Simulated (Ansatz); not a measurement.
Species: GeIF, charge 0, singlet. GeIF (SMILES [F][Ge][I]).
B3LYP-D3(BJ)/def2-TZVP minimum from Ansatz (a program for electronic structure):
```
Ge
F 1 1.7635
I 1 2.5854 2 99.47
```

Wanted: atomisation energy (electronic, to ground-state atoms), in kcal/mol. Radicals and triplets start from unrestricted determinants; spin-orbit coupling is neglected. Cores are frozen in correlated methods (noble-gas shells, and filled d and f shells in the p block). Past Kr the def2 sets carry scalar-relativistic core potentials. CBS(X,Y): correlation extrapolated as X^-3, Hartree-Fock from the larger set. A bracket is a step between two methods taken in the basis named. Spin-orbit terms, left out, reach several kcal/mol for Br and I, and more for heavier atoms.

CCSD(T)/CBS(def2-TZVPP,def2-QZVPP) + [CCSDT(Q) - CCSD(T)]/def2-TZVPP (Ansatz) gives 199.7 kcal/mol.

Question: What does PBE/def2-TZVPD (Ansatz) give here, and how do the other levels compare?

Answer: PBE gives 208.3 kcal/mol, 8.6 kcal/mol above it. Differences of the others: B2PLYP/def2-TZVPD (Ansatz) -3.1; CCSD(T)/CBS(def2-TZVPP,def2-QZVPP) (Ansatz) -0.3 kcal/mol.
